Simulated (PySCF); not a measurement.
## C3H5BF4: core ionisation energies

C3H5BF4.
Numbering: `[F:1][B:2]([F:3])[CH2:4][CH2:5][CH:6]([F:7])[F:8]`

Cartesian coordinates in Å at the PBE0-D3(BJ)/def2-SVP level; atoms count from 1:
```xyz
13
C3H5BF4 angstrom
F      3.0100    0.7755   -1.0259
B      2.1019    0.3498   -0.1684
F      2.5352    0.0178    1.0341
C      0.6024    0.2158   -0.5763
C     -0.3642   -0.0095    0.5754
C     -1.7629   -0.3246    0.1168
F     -2.5598   -0.5505    1.1841
F     -1.7613   -1.4496   -0.6414
H      0.5580   -0.6437   -1.2720
H      0.3200    1.0880   -1.1911
H     -0.4163    0.8739    1.2313
H     -0.0361   -0.8505    1.2068
H     -2.2161    0.4838   -0.4866
```

Method used: delta-SCF UKS SCAN, pcX-2 on the ionised atom, pcseg-1 elsewhere, spin-free X2C (PySCF). Each binding energy is the total energy of the core-ionised species, with the hole localised on one atom, minus that of the ground state; both are solved self-consistently, so orbital relaxation is included.

What binding energy does each computed site have?

```tsv
atom(s)	bonded to	level	binding energy (eV)	above the level's lowest (eV)	count
F1/F3	B	F 1s	693.79	+0.48	2
B2	2 F and C	B 1s	199.83	0.00	1
C4	C, 2 H and B	C 1s	291.27	0.00	1
C5	2 C and 2 H	C 1s	291.60	+0.33	1
C6	2 F, C and H	C 1s	295.77	+4.50	1
F7/F8	C	F 1s	693.31	0.00	2
```

The listed C 1s values span 4.50 eV, from C4 (bonded to C, 2 H and B) to C6 (bonded to 2 F, C and H). The widest gap between neighbouring values is 4.17 eV, between 291.60 and 295.77 eV.

The listed F 1s values span 0.48 eV, from F7/F8 (bonded to C) to F1/F3 (bonded to B). Summing the Pauling electronegativity differences to the bonded atoms, each weighted by its formal bond order, gives -1.43 for the lowest site and -1.94 for the highest; the largest sum, -1.43, belongs to F7/F8, 0.48 eV below the top. The smallest sum, -1.94, belongs to F1/F3, 0.48 eV above the lowest.

Which photon energy gives electrons from C 1s of C4 a kinetic energy of 100 eV, and what is their de Broglie wavelength?

hν = 291.27 + 100 = 391.27 eV, recoil neglected; λ = 12.264 Å/√(E/eV) = 1.23 Å.

Which effective nuclear charge Zeff reproduces each element's mean 1s value in the hydrogen-like formula E = 13.606 eV × Zeff²?

B (Z = 5): mean 199.8 eV, Zeff = 3.83, Z − Zeff = 1.17; C (Z = 6): mean 292.9 eV, Zeff = 4.64, Z − Zeff = 1.36; F (Z = 9): mean 693.5 eV, Zeff = 7.14, Z − Zeff = 1.86. Means run over the listed sites, weighted by atom count.

Topologically equivalent atoms share the value of their first member; where this conformer doesn't relate them by symmetry, their own values could differ. One conformer (not necessarily the lowest) at the PBE0-D3(BJ)/def2-SVP geometry, without solvent, vibrations or thermal averaging.
